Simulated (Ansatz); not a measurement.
Cu13Cl2⁺ (relaxed from a model of Cu13(Cl)2, whose bonding it doesn't keep). Total charge 1; singlet. Geometry r2SCAN-D4/def2-SVP, that of the neutral doublet.

Cartesian coordinates in Å:
```
Cu 0.250 -0.064 -0.023
Cu 0.749 0.742 2.139
Cu -0.537 2.174 0.378
Cu 1.010 -2.298 -0.434
Cu -0.077 -0.918 -2.200
Cu 2.139 -0.294 -1.431
Cu 2.043 1.517 0.150
Cu -1.566 -1.637 -0.183
Cu -1.645 0.150 1.421
Cu -1.731 0.718 -1.113
Cu 0.506 1.583 -1.696
Cu -0.032 -1.706 1.652
Cu 2.230 -0.827 1.029
Cl -0.983 2.148 2.781
Cl -2.354 -1.288 -2.470
```

Single mean-field runs in def2-TZVP are fitted with def2-universal-jkfit. A triplet lies near this restricted singlet, and broken spin symmetry wasn't tried.

(1) Estimate the orbital energies around the gap (eV) in Ansatz with PBE-D4/def2-TZVP, BLYP-D4/def2-TZVP, PBE0-D4/def2-TZVP.

## Answers

(1) 
| orbital | PBE-D4/def2-TZVP | BLYP-D4/def2-TZVP | PBE0-D4/def2-TZVP |
| --- | --- | --- | --- |
| HOMO−5 | -9.54 | -9.46 | -11.03 |
| HOMO−4 | -9.51 | -9.43 | -11.03 |
| HOMO−3 | -9.46 | -9.37 | -10.75 |
| HOMO−2 | -9.10 | -9.00 | -10.12 |
| HOMO−1 | -9.03 | -8.93 | -9.87 |
| HOMO | -7.82 | -7.70 | -8.10 |
| LUMO | -7.70 | -7.59 | -6.91 |
| LUMO+1 | -7.50 | -7.38 | -6.71 |
| LUMO+2 | -7.29 | -7.18 | -6.51 |
| LUMO+3 | -6.75 | -6.64 | -5.91 |
| LUMO+4 | -6.43 | -6.30 | -5.56 |
| LUMO+5 | -5.34 | -5.20 | -4.51 |
